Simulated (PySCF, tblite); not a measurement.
Isomers of C7H12O2Si, one GFN2-xTB conformer each. Single-point energies are computed at PBE0/pcSseg-1 (PySCF, gas phase, no added dispersion term), electronic only.

```csv
SMILES,GFN2-xTB relative energy (kJ/mol)
C=C1CO[C@@H](C(C)=O)C[SiH2]1,77.3
C=C[C@](C=O)(C[SiH3])C(C)=O,116.5
CCOC1=CC(=O)[Si@H]1CC,147.3
CO[SiH2]CC(=C=O)C1CC1,0.0
COC1=C[C@@H](C(C)=O)[SiH2]C1,29.6
```

Conformers: `[CH2:1]=[C:2]1[CH2:3][O:4][C@@H:5]([C:6]([CH3:7])=[O:8])[CH2:9][SiH2:10]1` with O4–C5–C6–C7 22°, C1–C2–C3–O4 134°, C2–C3–O4–C5 69°, C3–O4–C5–C6 163°, O4–C5–C9–Si10 58°; `[CH2:1]=[CH:2][C@:3]([CH:4]=[O:5])([CH2:6][SiH3:7])[C:8]([CH3:9])=[O:10]` with C1–C2–C3–C4 -77°, C2–C3–C4–O5 -95°, C2–C3–C6–Si7 74°, C2–C3–C8–C9 70°; `[CH3:1][CH2:2][O:3][C:4]1=[CH:5][C:6](=[O:7])[Si@H:8]1[CH2:9][CH3:10]` with C1–C2–O3–C4 180°, C2–O3–C4–C5 0°, C6–Si8–C9–C10 150°; `[CH3:1][O:2][SiH2:3][CH2:4][C:5](=[C:6]=[O:7])[CH:8]1[CH2:9][CH2:10]1` with C1–O2–Si3–C4 -61°, O2–Si3–C4–C5 -175°, Si3–C4–C5–C6 -113°, C4–C5–C8–C9 -110°; `[CH3:1][O:2][C:3]1=[CH:4][C@@H:5]([C:6]([CH3:7])=[O:8])[SiH2:9][CH2:10]1` with C1–O2–C3–C4 1°, C4–C5–C6–C7 29°.

Problem. What does PBE0/pcSseg-1 give for the same structures?

Solution. 
| SMILES | PBE0/pcSseg-1 E (Eh) | PBE0/pcSseg-1 (kJ/mol) | GFN2-xTB (kJ/mol) | point group |
| --- | --- | --- | --- | --- |
| COC1=C[C@@H](C(C)=O)[SiH2]C1 | -713.21707 | 0.0 | 29.6 | C1 |
| C=C1CO[C@@H](C(C)=O)C[SiH2]1 | -713.20716 | 26.0 | 77.3 | C1 |
| CCOC1=CC(=O)[Si@H]1CC | -713.19896 | 47.5 | 147.3 | C1 |
| CO[SiH2]CC(=C=O)C1CC1 | -713.19365 | 61.5 | 0.0 | C1 |
| C=C[C@](C=O)(C[SiH3])C(C)=O | -713.18726 | 78.3 | 116.5 | C1 |

GFN2-xTB puts CO[SiH2]CC(=C=O)C1CC1 lowest instead; measured from each level's own lowest isomer, the values differ by up to 99.8 kJ/mol (CCOC1=CC(=O)[Si@H]1CC: 147.3 against 47.5). As drawn, the highest has a quaternary carbon, which the lowest lacks.

Problem. Which frontier levels, dipoles and rotational constants go with these structures?

Solution. 
| SMILES | HOMO (eV, PBE0/pcSseg-1) | LUMO (eV) | dipole (D) | A, B, C (MHz) |
| --- | --- | --- | --- | --- |
| COC1=C[C@@H](C(C)=O)[SiH2]C1 | -6.47 | -0.25 | 3.54 | 1794, 788.4, 622.6 |
| C=C1CO[C@@H](C(C)=O)C[SiH2]1 | -7.06 | -0.53 | 2.92 | 2275, 722.3, 602.1 |
| CCOC1=CC(=O)[Si@H]1CC | -6.20 | -0.81 | 4.55 | 1313, 764.9, 511.2 |
| CO[SiH2]CC(=C=O)C1CC1 | -6.04 | -0.90 | 1.36 | 1912, 575.3, 476.5 |
| C=C[C@](C=O)(C[SiH3])C(C)=O | -7.36 | -1.33 | 3.43 | 1660, 821.6, 786.7 |

Problem. What happens when harmonic zero-point energies from GFN2-xTB frequencies are added?

Solution. 
```tsv
SMILES	ZPE (kJ/mol)	electronic (kJ/mol)	with ZPE (kJ/mol)
COC1=C[C@@H](C(C)=O)[SiH2]C1	447.3	0.0	0.0
C=C1CO[C@@H](C(C)=O)C[SiH2]1	447.4	26.0	26.1
CCOC1=CC(=O)[Si@H]1CC	454.2	47.5	54.5
CO[SiH2]CC(=C=O)C1CC1	446.5	61.5	60.7
C=C[C@](C=O)(C[SiH3])C(C)=O	435.8	78.3	66.7
```

The zero-point energies span 18.4 kJ/mol. The order is unchanged.
